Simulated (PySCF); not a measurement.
# Absolute configuration from chiroptical data

Computed with PySCF 2.14.0, TDDFT wB97X-D/def2-SVPD circular dichroism and optical rotation, one conformer, gas phase. Geometry: GFN2-xTB.

The calculation is non-relativistic, which matters for the atoms heavier than Zn.

Values for one enantiomer of C3H4BrF3Si, R in 10⁻⁴⁰ esu² cm² (velocity form):
| λ (nm) | f | R |
| --- | --- | --- |
| 213 | 0.003 | +2.1 |
| 186 | 0.070 | +9.6 |
| 179 | 0.163 | +5.4 |
| 170 | 0.005 | -25.6 |
| 167 | 0.002 | +2.8 |
| 166 | 0.011 | -12.6 |
| 162 | 0.004 | -0.4 |
| 157 | 0.002 | -7.1 |

[α] at 589.3 nm: +58 deg dm⁻¹ (g/mL)⁻¹ (origin-invariant length gauge).

Question: Which structure gives these signs?
A. FC(F)(F)[C@@H]1C[Si@@H]1Br
B. FC(F)(F)[C@H]1C[Si@H]1Br

Answer: A. Its CIP labels in SMILES order are R, S; the other enantiomer gives every sign reversed.

Geometry of FC(F)(F)[C@@H]1C[Si@@H]1Br as run:
```xyz
12

F    -0.798   -2.301    0.608
C    -1.046   -1.016    0.281
F    -2.210   -1.029   -0.400
F    -1.295   -0.382    1.438
C     0.054   -0.395   -0.506
C     1.291    0.075    0.302
Si    0.365    1.469   -0.540
Br   -0.861    2.855    0.644
H     0.261   -0.999   -1.381
H     2.244   -0.280   -0.061
H     1.208   -0.053    1.374
H     0.788    2.057   -1.785
```
